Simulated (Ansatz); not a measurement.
Gas-phase electronic energies from Ansatz, PBE0-D4/def2-TZVP geometries. CCSD(T)/CBS is the MP2 limit (def2-TZVPP, def2-QZVPP) plus CCSD(T) − MP2 in def2-TZVPP, frozen cores. This one scheme is used for every species, atoms too. Functionals use def2-TZVPP. Open shells (•) are unrestricted, without spin–orbit coupling. Spin–orbit coupling would lower the free atoms: a little for B, C. One conformer a species, not always the lowest.

Consider the atomization: `C[B]CC`• → B• + 3 C• + 8 H•.

`C[B]CC`•:

Cartesian coordinates in Å:
```
C -0.381 1.639 -0.802
B -0.934 0.748 0.333
C -0.413 -0.599 0.894
C 0.746 -1.272 0.155
H -0.791 1.210 -1.730
H -0.703 2.681 -0.773
H 0.711 1.596 -0.904
H -1.255 -1.292 1.013
H -0.124 -0.375 1.934
H 1.617 -0.614 0.098
H 0.466 -1.530 -0.869
H 1.062 -2.193 0.652
```

```csv
level,ΔE (kcal/mol)
r2SCAN-D4,1090.1
revPBE,1064.5
LC-ωPBE,1083.7
CCSD(T)/def2-SVP,1038.9
MP2/def2-QZVPP,1077.3
MP2/CBS(def2),1086.0
CCSD/CBS(def2),1065.6
CCSD/cc-pV(T+d)Z,1043.4
```

Question: What does CCSD(T)/CBS give? (Best estimate.)

Answer: Ansatz gave: +1076.5 kcal/mol. The listed levels differ from it by 13.6, -12.0, 7.2, -37.6, 0.8, 9.5, -10.9, -33.1 kcal/mol.

Question: What do rigid-rotor, harmonic-oscillator terms from PBE0-D4/def2-TZVP frequencies (298.15 K, 1 bar) make of the CCSD(T)/CBS value? (Best estimate.)

Answer: Ansatz gave: ΔZPE = -64.4 kcal/mol, ΔH = +1025.2 kcal/mol, ΔS = 1212 J/(mol·K), ΔG = +938.8 kcal/mol. Open shells count their whole term as degenerate. Modes under 50 cm⁻¹ make the entropy rough.

Largest T1 diagnostic among the species: 0.014.

In def2-TZVPP, CCSD(T) changes the Hartree–Fock value by +218.8 kcal/mol (the triples alone add +10.9 kcal/mol) and MP2 by +228.4 kcal/mol; breaking electron pairs costs correlation energy, which Hartree–Fock lacks. From PBE to PBE0 (25 % exact exchange), in def2-TZVPP and without D4, ΔE moves by −9.1 kcal/mol: exact exchange takes away binding that semilocal exchange gives to molecules. At CCSD(T), def2-SVP lies −37.6 kcal/mol from the extrapolated value and def2-TZVPP −21.1 kcal/mol: correlation converges slowly with the basis, and small sets miss more of it in the bonded molecule than in its fragments.

For atomizations the MP2-based limit and the directly extrapolated one differ by several kJ/mol either way, and by 10 to 25 for some Ge, Se and Sn compounds, so smaller differences from it don't rank the levels.
